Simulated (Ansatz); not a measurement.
`[SH][AlH][Br]` + CH₃NH₂ → `C[NH][AlH][SH]` + HBr at 400 K and 1 bar (ligand exchange at the Al–Br bond).

Computed with Ansatz on PBE0-D4/def2-TZVP structures; ΔE is electronic, products minus reactants. CCSD(T)/CBS adds triple-zeta CCSD(T) − MP2 to the extrapolated MP2 energy (def2 sets, frozen cores). For Br outer-core shells are correlated without core-valence functions, which leaves a few kJ/mol of doubt a bond. Scalar relativity is left out up to krypton. Each species was taken in one conformer, which may not be the lowest.

```
         species  CCSD(T)/CBS energy (Eh)  H − E (kJ/mol)  S (J/(mol·K))
 `[SH][AlH][Br]`              -3214.41891            69.9          338.2
          CH₃NH₂                -95.75281           185.4          256.0
`C[NH][AlH][SH]`               -736.22383           218.1          376.7
             HBr              -2573.91920            27.6          207.2
```

H − E and S are ideal-gas, rigid-rotor, harmonic terms from PBE0-D4/def2-TZVP, for one conformer and one mirror image of each species. 1 Eh = 2625.50 kJ/mol, R = 8.31446 J/(mol·K).

Question: By hand: ΔE, ΔH, ΔS and ΔG.

Answer: ΔE = (-736.22383) + (-2573.91920) − (-3214.41891) − (-95.75281) = 0.02869 Eh = 75.3 kJ/mol. Δ(H − E) = 218.1 + 27.6 − 69.9 − 185.4 = -9.6, so ΔH = 65.7 kJ/mol. ΔS = 376.7 + 207.2 − 338.2 − 256.0 = -10.3 J/(mol·K). ΔG = 65.7 − 400 × (-10.3)/1000 = 69.8 kJ/mol.

Question: By hand: the equilibrium constant, and the temperature at which ΔG would vanish if ΔH and ΔS stayed fixed.

Answer: log₁₀ K = −ΔG/(RT ln 10) = -9.1. ΔH and −TΔS have one sign here, so there is no such temperature.

The number of gas molecules stays the same, so ΔS is small and ΔH decides. A doubt of 5 kJ/mol in ΔE shifts log₁₀ K by 0.7 here. Other conformers and mirror images would add mixing entropy, several J/(mol·K) or more a flexible species. These are equilibria of isolated gas molecules and say nothing of rates. Largest T1 diagnostic: 0.011 (customary marks: 0.02 for closed shells, 0.045 for open ones).

ΔS is within the doubt of such terms, so its sign, and with it that verdict, could turn.
